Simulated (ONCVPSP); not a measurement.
**Hf ONCV: all-electron and pseudo phase curves**

ONCVPSP 4.0.1 input, shortened (lines: element, Z, core and valence counts, functional; n l f; lmax; l rc ep ncon nbas qcut; lloc lpopt rc5 dvloc0; l nproj debl; icmod fcfact rcfact), LDA (Perdew-Wang 92), non-relativistic:

```
  Hf 72.00   10    4  -001012      upf
    1    0    2.00
    2    0    2.00
    2    1    6.00
    3    0    2.00
    3    1    6.00
    3    2   10.00
    4    0    2.00
    4    1    6.00
    4    2   10.00
    4    3   14.00
    5    0    2.00
    5    1    6.00
    5    2    2.00
    6    0    1.00
    2
    0    2.35    0.00    3    7    5.40
    1    2.25    0.00    4    9    5.40
    2    3.00    0.00    3    8    4.10
    4    5    1.80    6.00
    0    2    3.80
    1    2    3.10
    2    2    2.50
    3    5.75    1.50
```

The phase is arctan(r·R′/R) of the radial function R(r), unwrapped; energies in Ha, scanned from -4 to 5 Ha. A pole is an energy at which the radial function vanishes at the test radius. The pseudo phase is shifted by a multiple of π to meet the all-electron one at the reference energy, and phase errors are pseudo minus all-electron; the curves can meet again beyond the range given. Levels narrower than the energy grid can be missing from the lists of poles.

Q: For each channel, where are the poles, and over which energies does the pseudopotential scatter like the atom?

A:

```csv
channel,radius (bohr),reference energy (Ha),"poles, all-electron","poles, pseudo",unbroken range about the reference energy with phases within 0.05 rad,phase error 1 Ha above the reference energy (rad)
s,2.39,-0.37,"-2.21, 2.20","-2.21, 2.12",below 3.3,-0.002
p,2.29,-1.49,"-1.27, 3.41","-1.27, 3.39",the whole range,-0.001
d,3.05,-0.38,"-0.19, 2.10","-0.18, 2.10",below 0.3,+0.214
```

Phases in the p channel:

```csv
E (Ha),all-electron,pseudo
-3.98,1.353,1.353
-3.50,1.326,1.325
-3.02,1.284,1.284
-2.54,1.205,1.205
-2.06,0.957,0.956
-1.58,-1.102,-1.102
-1.10,-1.666,-1.666
-0.62,-1.840,-1.841
-0.14,-2.055,-2.057
0.34,-2.610,-2.614
0.82,-3.799,-3.801
1.30,-4.320,-4.321
1.78,-4.503,-4.503
2.26,-4.594,-4.595
2.74,-4.653,-4.653
3.22,-4.697,-4.698
3.70,-4.735,-4.738
4.18,-4.774,-4.780
4.66,-4.819,-4.832
```
